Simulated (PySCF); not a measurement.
PySCF input for MgI₂, SMILES [I][Mg][I], TDA-B3LYP/def2-SVPD. The structure is a stationary point at B3LYP-D3(BJ)/def2-TZVP. The def2 effective core potentials stand for the cores of I; spin–orbit coupling is left out.

```python
import numpy as np
from pyscf import gto, scf, dft, tdscf

mol = gto.M(
    atom='''
    Mg    0.00000000    0.00000000    0.00000000
    I     0.00000000    0.00000000   -2.53629085
    I     0.00000000    0.00000000    2.53629085
    ''',
    basis='def2-SVPD',
    ecp={'I': 'def2-svp'},
    charge=0,
    spin=0,
    symmetry=True,
    symmetry_subgroup='D2h',
    max_memory=1600,
    verbose=4,
)
mf = dft.RKS(mol, xc='b3lyp').density_fit(auxbasis='def2-universal-jkfit')
mf.grids.level = 3
mf.conv_tol = 1e-9
mf.max_cycle = 100
mf.kernel()
mf.grids = dft.Grids(mol).set(level=1).build(with_non0tab=True)  # coarser grid for the response kernel
td = tdscf.TDA(mf)
td.singlet = True
td.nstates = 10
td.conv_tol = 1e-4
td.kernel(x0=td.get_init_guess(mf, 15))
td.analyze()
tt = tdscf.TDA(mf)
tt.singlet = False
tt.nstates = 4
tt.conv_tol = 1e-4
tt.kernel(x0=tt.get_init_guess(mf, 9))
tt.analyze(verbose=3)
```

Program output:

```
PySCF version 2.14.0

[INPUT] verbose = 4
[INPUT] num. atoms = 3
[INPUT] num. electrons = 62
[INPUT] charge = 0
[INPUT] spin (= nelec alpha-beta = 2S) = 0
[INPUT] symmetry True subgroup D2h
[INPUT] Mole.unit = angstrom
[INPUT] Symbol           X                Y                Z      unit          X                Y                Z       unit  Magmom
[INPUT]  1 Mg     0.000000000000   0.000000000000   0.000000000000 AA    0.000000000000   0.000000000000   0.000000000000 Bohr   0.0
[INPUT]  2 I      0.000000000000   0.000000000000  -2.536290850000 AA    0.000000000000   0.000000000000  -4.792895078740 Bohr   0.0
[INPUT]  3 I      0.000000000000   0.000000000000   2.536290850000 AA    0.000000000000   0.000000000000   4.792895078740 Bohr   0.0

nuclear repulsion = 190.38597444946
point group symmetry = Dooh, use subgroup D2h
symmetry origin: [0. 0. 0.]
symmetry axis x: [1. 0. 0.]
symmetry axis y: [0. 1. 0.]
symmetry axis z: [0. 0. 1.]
num. orbitals of irrep Ag = 22
num. orbitals of irrep B1g = 4
num. orbitals of irrep B2g = 9
num. orbitals of irrep B3g = 9
num. orbitals of irrep Au = 3
num. orbitals of irrep B1u = 20
num. orbitals of irrep B2u = 12
num. orbitals of irrep B3u = 12
number of shells = 35
number of NR pGTOs = 179
number of NR cGTOs = 91
basis = def2-SVPD
ecp = {'I': 'def2-svp'}


[settings echo left out]
init E= -732.749975933402
HOMO (B2g) = -1.39374538302926  LUMO (Ag) = -0.836185714159058  gap/eV = 15.17197
cycle= 1 E= -792.759181536541  delta_E=  -60  |g|= 4.19  |ddm|= 13.5
HOMO (B2g) = -0.0244445401121971  LUMO (Ag) = 0.0122085739572065  gap/eV = 0.99738
cycle= 2 E= -791.382918984685  delta_E= 1.38  |g|= 3.94  |ddm|= 13.3
HOMO (B3u) = -0.352750041960374  LUMO (Ag) = -0.0452034048674292  gap/eV = 8.36877
cycle= 3 E= -795.415486169143  delta_E= -4.03  |g|= 0.85  |ddm|= 7.47
HOMO (B3g) = -0.284509367587036  LUMO (Ag) = -0.12128081642377  gap/eV = 4.44168
cycle= 4 E= -795.659943509609  delta_E= -0.244  |g|= 0.499  |ddm|= 2.69
HOMO (B3g) = -0.263352980163007  LUMO (Ag) = -0.0744963182287179  gap/eV = 5.13905
cycle= 5 E= -795.763387043022  delta_E= -0.103  |g|= 0.0588  |ddm|= 1.08
HOMO (B3g) = -0.276427339217468  LUMO (Ag) = -0.0818513796471834  gap/eV = 5.29468
cycle= 6 E= -795.764448801861  delta_E= -0.00106  |g|= 0.00875  |ddm|= 0.12
HOMO (B2g) = -0.275494093080625  LUMO (Ag) = -0.0803243572807872  gap/eV = 5.31084
cycle= 7 E= -795.764483045017  delta_E= -3.42e-05  |g|= 0.000504  |ddm|= 0.0225
HOMO (B3g) = -0.275492561620418  LUMO (Ag) = -0.0803674410323438  gap/eV = 5.30962
cycle= 8 E= -795.764483161591  delta_E= -1.17e-07  |g|= 2.68e-05  |ddm|= 0.000868
HOMO (B3g) = -0.275492426841394  LUMO (Ag) = -0.0803675939947439  gap/eV = 5.30962
cycle= 9 E= -795.764483161847  delta_E= -2.56e-10  |g|= 6.01e-06  |ddm|= 5.92e-05
HOMO (B3g) = -0.275491408970712  LUMO (Ag) = -0.0803678111900084  gap/eV = 5.30958
Extra cycle  E= -795.764483161838  delta_E= 9.44e-12  |g|= 7.54e-06  |ddm|= 2.7e-05
converged SCF energy = -795.764483161838
tot grids = 22288


******** <class 'pyscf.tdscf.rks.TDA'> for <class 'pyscf.df.df_jk.DFSymAdaptedRKS'> ********
nstates = 10 singlet
deg_eia_thresh = 1.000e-03
wfnsym = None
conv_tol = 0.0001
eigh lindep = 1e-12
eigh level_shift = 0
eigh max_cycle = 100


Excitation energies (eV)
[4.38697979 4.38697979 4.59417217 4.59417217 5.55001039 5.56226851
 5.5748672  5.57494468 5.70449349 5.71967607]

** Singlet excitation energies and oscillator strengths **
Excited State   1:  B3g      4.38698 eV    282.62 nm  f=0.0000
      31 -> 32       -0.70569
Excited State   2:  B2g      4.38698 eV    282.62 nm  f=0.0000
      30 -> 32       -0.70569
Excited State   3:  B2u      4.59417 eV    269.87 nm  f=0.0570
      28 -> 32       -0.70557
Excited State   4:  B3u      4.59417 eV    269.87 nm  f=0.0570
      29 -> 32       -0.70557
Excited State   5:  B1u      5.55001 eV    223.39 nm  f=0.0508
      27 -> 32        0.52952
      30 -> 34       -0.32984
      31 -> 33       -0.32984
Excited State   6:   Au      5.56227 eV    222.90 nm  f=0.0000
      30 -> 33        0.49866
      31 -> 34       -0.49866
Excited State   7:   Au      5.57487 eV    222.40 nm  f=0.0000
      30 -> 33       -0.49863
      31 -> 34       -0.49863
Excited State   8:  B1u      5.57494 eV    222.40 nm  f=0.0000
      30 -> 34        0.49863
      31 -> 33       -0.49863
Excited State   9:  B1g      5.70449 eV    217.34 nm  f=0.0000
      28 -> 34       -0.49849
      29 -> 33        0.49849
Excited State  10:   Ag      5.71968 eV    216.77 nm  f=0.0000
      28 -> 33       -0.49883
      29 -> 34        0.49883

** Transition electric dipole moments (AU) **
state          X           Y           Z        Dip. S.      Osc.
  1        -0.0000      0.0000     -0.0000      0.0000      0.0000
  2        -0.0000      0.0000     -0.0000      0.0000      0.0000
  3        -0.0000     -0.7114     -0.0000      0.5061      0.0570
  4        -0.7114     -0.0000      0.0000      0.5061      0.0570
  5        -0.0000      0.0000      0.6114      0.3739      0.0508
  6        -0.0000     -0.0000      0.0000      0.0000      0.0000
  7         0.0000     -0.0000      0.0000      0.0000      0.0000
  8        -0.0000     -0.0000     -0.0000      0.0000      0.0000
  9         0.0000     -0.0000     -0.0000      0.0000      0.0000
 10        -0.0000      0.0000     -0.0000      0.0000      0.0000

WARN: ECP detected. Skipping calculation of transition velocity and magnetic dipole moments, which have not yet been implemented.



******** <class 'pyscf.tdscf.rks.TDA'> for <class 'pyscf.df.df_jk.DFSymAdaptedRKS'> ********
nstates = 4 triplet
deg_eia_thresh = 1.000e-03
wfnsym = None
conv_tol = 0.0001
eigh lindep = 1e-12
eigh level_shift = 0
eigh max_cycle = 100


Excitation energies (eV)
[4.18493362 4.18493362 4.31313942 4.31313942]

** Triplet excitation energies and oscillator strengths **
Excited State   1:  B3g      4.18493 eV    296.26 nm  f=0.0000
Excited State   2:  B2g      4.18493 eV    296.26 nm  f=0.0000
Excited State   3:  B2u      4.31314 eV    287.46 nm  f=0.0000
Excited State   4:  B3u      4.31314 eV    287.46 nm  f=0.0000
```

Self-consistency was reached.
